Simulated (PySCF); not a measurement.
GeH4, SMILES [GeH4].

Geometry: ωB97X-D3(BJ)/def2-TZVPD. The isomer is the one that the SMILES or the coordinates give; other isomers of the formula were not compared.

Computed with PySCF 2.14.0 with ωB97X-D3(BJ)/def2-TZVPD.

Frequencies are harmonic and unscaled.

Modes within 1.5 cm⁻¹ of each other (mostly degenerate sets) share a row, with their intensities summed.

```json
[
 {"mode": "1–3", "ν (cm⁻¹)": "843", "IR (km/mol)": "336.8", "moving atoms (share of kinetic energy)": "H 96 %"},
 {"mode": "4–5", "ν (cm⁻¹)": "941", "IR (km/mol)": "0.0", "moving atoms (share of kinetic energy)": "H 100 %"},
 {"mode": "6–8", "ν (cm⁻¹)": "2196", "IR (km/mol)": "431.7", "moving atoms (share of kinetic energy)": "H 98 %"},
 {"mode": "9", "ν (cm⁻¹)": "2201", "IR (km/mol)": "0.0", "moving atoms (share of kinetic energy)": "H 100 %"}
]
```
